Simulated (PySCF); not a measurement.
**Working out the ionisation energy of Cr²⁺**

Cr²⁺ [Ar] 3d4 (5D) → Cr³⁺ [Ar] 3d3 (4F). Computed with PySCF 2.14 in x2c-TZVPPall, with scalar relativity by spin-free X2C-1e. Frozen: [Ar]. Energies in hartree (1 hartree = 27.21139 eV):

```
            part  Cr²⁺ (lower)  Cr³⁺ (upper)
             UHF  -1048.871141  -1047.780704
CCSD correlation     -0.043571     -0.018204
             (T)     -0.000336     -0.000049
```

**Question.** What does Hartree-Fock give?

**Answer.** (-1047.780704) − (-1048.871141) = 1.090437 hartree = 29.672 eV.

**Question.** What do CCSD and CCSD(T) give?

**Answer.** The CCSD correlation energies differ by 0.025367 hartree = 0.690 eV and the triples by 0.000287 hartree = 0.008 eV, so CCSD gives 30.362 eV and CCSD(T) 30.370 eV.

A first-order spin-orbit estimate adds -0.024 eV to CCSD(T) (valence), giving 30.346 eV against 30.959 ± 0.025 eV (measured; NIST Atomic Spectra Database, ionization energies).

What remains against the reference includes basis incompleteness, the frozen core and higher excitations.
